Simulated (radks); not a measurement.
Species: Pr XXXIII. Configuration: [Ar] 3d9 (the NIST ground configuration). Calculated with a radial shooting solver on a logarithmic mesh with Libxc functionals: Dirac Kohn-Sham, exchange-only PBE, spin-unpolarised, spherical densities, finite nucleus; open shells fill j = l - 1/2 first; Fermi nuclear charge, rms radius 4.8919 fm.

Spin-orbit splittings of the eigenvalues, e(l+1/2) - e(l-1/2), with zeta = 2 splitting/(2l+1) and mean radii in bohr:

shell  occ.  splitting (eV)  zeta (eV)  <r> j=l-1/2  <r> j=l+1/2
2p        6           485.4      323.6      0.08577      0.09203
3p        6           102.2      68.12       0.2542       0.2653
3d        9               ?          ?       0.2349       0.2384

Estimate the 3d splitting.

Answer. 22.68 eV (zeta = 9.074 eV).
